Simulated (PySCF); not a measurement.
## Radial density of V⁺ (vanadium, charge +1)

M06-2X, [Ar] 3d4, high-spin 5D determinant. Computed with PySCF 2.14 in x2c-SVPall (5s3p3d1f, 36 functions), with the spin-free X2C one-electron Hamiltonian (Gaussian nucleus).

```csv
r (bohr),4πr²ρ (e/bohr),4πr²(ρα − ρβ)
0.00107,0.1420,0.0000
0.00181,0.3879,0.0000
0.00304,1.009,0.0000
0.00511,2.447,0.0000
0.00860,5.659,0.0000
0.0145,11.80,0.0001
0.0243,20.71,0.0002
0.0409,27.21,0.0003
0.0688,24.20,0.0013
0.116,21.06,0.0105
0.195,29.33,0.0938
0.328,20.39,0.5071
0.551,9.080,1.6631
0.927,11.63,2.5292
1.56,4.087,1.7004
2.62,0.6175,0.5242
4.41,0.04574,0.0449
7.42,0.0006438,0.0006
```

Densities and radii are taken from the X2C orbitals without a picture-change correction, which distorts them close to the nucleus.
